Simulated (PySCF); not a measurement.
# Telling isomers of C$_{8}$H$_{9}$B apart by NMR

One computed conformer, fast rotation and ring inversion assumed for equivalent nuclei, in vacuum, no relativistic terms. Shielding tensors at PBE0/pcSseg-1 (GIAO); coordinates at the PBE0-D3(BJ)/def2-SVP level; PySCF.

References, each an isolated molecule treated in the same way: TMS for ¹H (σ = 31.27 ppm) and ¹³C (σ = 184.41 ppm). Where no couplings were computed, multiplicities follow the n + 1 count of equivalent neighbours, and m marks all less simple cases (inequivalent or close neighbours, rings, F or P nearby). Couplings to H on boron are left out. Carbons bonded to boron are broad in practice. Shifts are as computed. Against solution values, carbons near 30 ppm lie about +2 ppm off and those near 130 ppm about +5 ppm. Of 1309 compounds with measured shifts, 239 miss one by over three times the rms of a fit or turn the order of signals round; such compounds aren't used in these exercises.

(1) Tabulate the signals of `C=CC1=CC=CBC=C1`, `C=CB1C=CC=CC=C1`, `C#C/C=C/C#CB(C)C` and their relative energies.

(2) What is the quickest way to tell C=CC1=CC=CBC=C1 from C=CB1C=CC=CC=C1?

(3) What is the quickest way to tell C=CB1C=CC=CC=C1 from C#C/C=C/C#CB(C)C?

(4) What is the quickest way to tell C=CC1=CC=CBC=C1 from C#C/C=C/C#CB(C)C?

## Answers

(1) 
```tsv
SMILES	carbon types	δC	δH	E rel. (kcal/mol)
C=CC1=CC=CBC=C1	1×C 6×CH 1×CH2	162.8, 160.8, 154.8, 149.6, 149.2, 148.9, 145.2, 123.2	8.64 (m, 1H), 8.49 (m, 1H), 8.37 (m, 1H), 8.07 (m, 1H), 7.21 (d, 1H), 6.70 (m, 1H), 6.39 (m, 1H), 6.38 (br, 1H), 5.77 (m, 1H)	7.4
C=CB1C=CC=CC=C1	7×CH 1×CH2	161.0, 154.5, 154.3, 142.8, 142.3	8.28 (d, 2H), 8.03 (m, 2H), 7.36 (m, 2H), 7.11 (m, 1H), 6.87 (m, 1H), 6.43 (m, 1H)	0.0
C#C/C=C/C#CB(C)C	3×C 3×CH 2×CH3	132.5, 132.0, 128.0, 117.7, 98.3, 84.9, 17.2	6.45 (d, 1H), 6.12 (m, 1H), 3.69 (d, 1H), 1.05 (s, 6H)	52.5
```

Energies are electronic energies at PBE0/pcSseg-1 on these geometries, without zero-point or thermal terms, each for the one conformer computed, which needn't be the lowest.

(2) Count the carbon signals: 8 against 5. The first has a fully substituted alkene carbon (C) at 149.2 ppm, the second a terminal =CH2 carbon at 142.3 ppm. Their most deshielded carbons lie at 162.8 and 161.0 ppm.

(3) Count the carbon signals: 5 against 7. The first has a terminal =CH2 carbon at 142.3 ppm, the second an alkyne carbon (C) at 128.0 ppm. Their most deshielded carbons lie at 161.0 and 132.5 ppm. In the proton spectra the most deshielded non-exchanging signals are 8.28 (d, 2H) and 6.45 (d, 1H).

(4) Count the carbon signals: 8 against 7. The first has a terminal =CH2 carbon at 123.2 ppm, the second an alkyne carbon (C) at 84.9 ppm. Their most deshielded carbons lie at 162.8 and 132.5 ppm. In the proton spectra the most deshielded non-exchanging signals are 8.64 (m, 1H) and 6.45 (d, 1H).
